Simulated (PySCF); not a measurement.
**CsB⁺: frontier orbitals**

UHF at R = 3.808 Å; Cs def2-SVP with ECP46, B def2-SVP; scalar-relativistic core potentials (PySCF 2.14). State: ²Σ⁺ (doublet), unpaired electrons σ ↑. Only the outer orbitals are listed, counted within each symmetry, core potentials removing the inner ones.

| spin | orbital | occ. | ε (eV) | on Cs (%) | main shells (%) |
| --- | --- | --- | --- | --- | --- |
| α | 2σ | 1 | -40.39 | 100 | 100 Cs s |
| α | 1π | 1 | -23.06 | 100 | 100 Cs p |
| α | 1π | 1 | -23.06 | 100 | 100 Cs p |
| α | 3σ | 1 | -23.05 | 99 | 99 Cs p |
| α | 4σ | 1 | -18.46 | 1 | 99 B s |
| α | 5σ | 1 | -12.66 | 2 | 98 B p |
| α | 6σ | 0 | -3.16 | 100 | 96 Cs s |
| α | 2π | 0 | -2.82 | 42 | 58 B p, 26 Cs p, 15 Cs d |
| α | 2π | 0 | -2.82 | 42 | 58 B p, 26 Cs p, 15 Cs d |
| β | 2σ | 1 | -40.37 | 100 | 100 Cs s |
| β | 1π | 1 | -23.05 | 100 | 100 Cs p |
| β | 1π | 1 | -23.05 | 100 | 100 Cs p |
| β | 3σ | 1 | -22.99 | 100 | 100 Cs p |
| β | 4σ | 1 | -15.83 | 1 | 98 B s |
| β | 5σ | 0 | -3.22 | 98 | 95 Cs s |
| β | 2π | 0 | -2.59 | 57 | 43 Cs p, 43 B p, 14 Cs d |
| β | 2π | 0 | -2.59 | 57 | 43 Cs p, 43 B p, 14 Cs d |

Problem. Which are the highest filled and the lowest empty level, where do they sit, and how wide is the gap?

Solution. Highest filled α 5σ at -12.66 eV (in %: 98 B p); lowest empty β 5σ at -3.22 eV (in %: 95 Cs s); the gap at UHF is 9.44 eV.

The bond order (Mayer) is 0.04 and the ⟨S²⟩ is 0.756. The charge on Cs (Mulliken, basis-dependent) is 0.98, the charge on Cs (Löwdin, basis-dependent) is 0.80 and the dipole moment (positive dipole points towards B; it is taken about the centre of mass and depends on that origin) is -0.21 D. The polarisability along the bond is 42.7 bohr³ and the polarisability across the bond is 31.6 bohr³.

Spin–orbit coupling is left out. The state is the lowest determinant that a PBE0 search found; another state may lie lower at other levels.
